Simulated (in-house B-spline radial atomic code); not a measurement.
RPA and G0W0 on BLYP: Xe IV (Xe3+)

Configuration [Kr] 4d10 5s2 5p3, highest spin, mean-field start BLYP. Computed with a B-spline radial code for spherical atoms: all electrons, non-relativistic, point nucleus, each spin shell either full or empty, empty states to l = 9 with an (l + 1/2)⁻⁴ tail; G0W0 by contour deformation at full frequency.

Without relativity these are model numbers: it shifts the levels of so heavy an element strongly and can reorder them.

Command:
```bash
python run_gw.py task.json out
```
Settings (radii: box in bohr, nucleus in fm):
```
Z                        54
electrons                51
configuration            [Kr] 4d10 5s2 5p3
hamiltonian              nr
method                   b88,lyp
lmax                     9
spin_polarised           True
box_radius               14.14
intervals                53
```

Run time, properties included: 4.2 s on 1 thread of Intel(R) Xeon(R) Platinum 8375C CPU @ 2.90GHz, with other jobs on the host.

Energies (hartree):

| term | value |
| --- | --- |
| mean-field total | -7232.52755 |
| Hartree-Fock functional on these orbitals | -7229.87285 |
| direct second order | -4.5684 |
| second-order exchange | 1.2492 |
| SOSEX correction | 1.1591 |

What is the RPA correlation energy, and what remains with SOSEX?

RPA gives -3.9868 hartree (-2.13 eV per electron); RPA + SOSEX gives -2.8277, and the second-order doubles -3.3192 hartree (no singles). RPA lacks exchange-type terms and so overcorrelates at short range.

Quasi-particle levels (eV):

```
  level  occupied  mean field  Σx - vxc     Σc  QP weight    G0W0
  5p up       yes      -37.52     -5.38      ?          ?       ?
5s down       yes      -46.51     -2.60  -2.72      0.934  -51.83
5p down        no      -35.22      7.03  -2.83      0.928  -31.02
```

G0W0 = mean field + (Σx - vxc) + Σc, with Σc (partial-wave tail included) taken at the quasi-particle energy. Only the outer levels were computed. Levels of low weight are left out.

Where does G0W0 put 5p up?

At -43.39 eV, with Σc = -0.49 eV and a quasi-particle weight of 0.926. The tabulated removal energy is 42.2 ± 0.2 eV (NIST, measured); the calculation leaves out relativity, Breit and QED terms, and what these don't explain is the method's own error.
